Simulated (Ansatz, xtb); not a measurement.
# C4H12Ge: which of two conformers lies lower

We compare a, `C[CH2][GeH]([CH3])[CH3]`, a singlet, with b, `C[CH2][GeH]([CH3])[CH3]`, a singlet. Both are isolated molecules in the gas phase, relaxed with B3LYP/6-31G*.

a (Å):

```xyz
17

C     1.6320   -0.6691   -0.0529
C     0.4523   -1.3621   -0.7493
C     0.3403    0.7050   -3.2700
C    -1.5192    1.2353   -0.6688
Ge   -0.6989   -0.1485   -1.8197
H     2.2346   -1.3826    0.5241
H     1.2914    0.1063    0.6439
H     2.3022   -0.1881   -0.7756
H    -0.1885   -1.8584   -0.0097
H     0.8159   -2.1502   -1.4206
H    -1.8383   -0.9977   -2.4609
H     0.7837   -0.0532   -3.9231
H     1.1455    1.3219   -2.8583
H    -0.3084    1.3454   -3.8760
H    -2.1114    0.7722    0.1268
H    -2.1786    1.8787   -1.2596
H    -0.7491    1.8621   -0.2078
```

b (Å):

| atom | x (Å) | y (Å) | z (Å) |
| --- | --- | --- | --- |
| C | 1.3255 | 1.2486 | -2.2627 |
| C | 0.0976 | 1.2610 | -1.3419 |
| C | 1.6988 | 0.2174 | 1.3020 |
| C | -1.1579 | 1.7154 | 1.6204 |
| Ge | 0.5121 | 1.6180 | 0.5661 |
| H | 1.0449 | 1.0569 | -3.3066 |
| H | 1.8557 | 2.2081 | -2.2374 |
| H | 2.0417 | 0.4712 | -1.9709 |
| H | -0.4298 | 0.2999 | -1.3954 |
| H | -0.6176 | 2.0250 | -1.6718 |
| H | 1.2473 | 2.9901 | 0.6624 |
| H | 1.9349 | 0.4308 | 2.3492 |
| H | 1.2131 | -0.7627 | 1.2500 |
| H | 2.6372 | 0.1693 | 0.7412 |
| H | -1.6965 | 0.7633 | 1.5741 |
| H | -1.8121 | 2.5024 | 1.2324 |
| H | -0.9366 | 1.9366 | 2.6692 |

Question: Estimate which is lower in electronic energy at CCSD(T)/def2-SVP + ΔMP2/def2-TZVPP, and by roughly how much.

Answer: Too close to call at this level: CCSD(T)/def2-SVP + ΔMP2/def2-TZVPP gives E(b) − E(a) = 0.00 kcal/mol.

Level by level:

| level | geometry | E(b) − E(a) (kcal/mol) | departure from the last row (kcal/mol) | job, with rough time for the two |
| --- | --- | --- | --- | --- |
| B3LYP/6-31G* | B3LYP/6-31G* | −0.15 | −0.15 | optimisation, 41 s |
| HF/def2-SVP | B3LYP/6-31G* | −0.16 | −0.16 | part of the CCSD(T) run |
| MP2/def2-SVP | B3LYP/6-31G* | −0.02 | −0.02 | part of the CCSD(T) run |
| CCSD(T)/def2-SVP | B3LYP/6-31G* | −0.03 | −0.03 | single point |
| CCSD(T)/def2-SVP + ΔMP2/def2-TZVPP | B3LYP/6-31G* | 0.00 |  | single point, 89 s |

The largest departure from CCSD(T)/def2-SVP + ΔMP2/def2-TZVPP is that of HF/def2-SVP, 0.16 kcal/mol. Levels run at GFN2-xTB geometries aren't shown. The last row adds to CCSD(T) the change of the MP2 difference between the two basis sets, here +0.03 kcal/mol.

With harmonic frequencies from B3LYP/6-31G* (ideal gas, rigid rotor, one conformer each, 298.15 K, 1 atm): the zero-point term adds −0.02 kcal/mol; ΔH is −0.01 and ΔG −0.05 kcal/mol.

The correlated steps freeze 13 core orbitals; the filled d shell of Ge is correlated, in a basis made for valence electrons. Mirror images aren't counted in ΔG. Codes used: Ansatz 0.2.0; the last row on 2 threads of Intel(R) Xeon(R) Platinum 8488C (Sapphire Rapids) on a shared host.
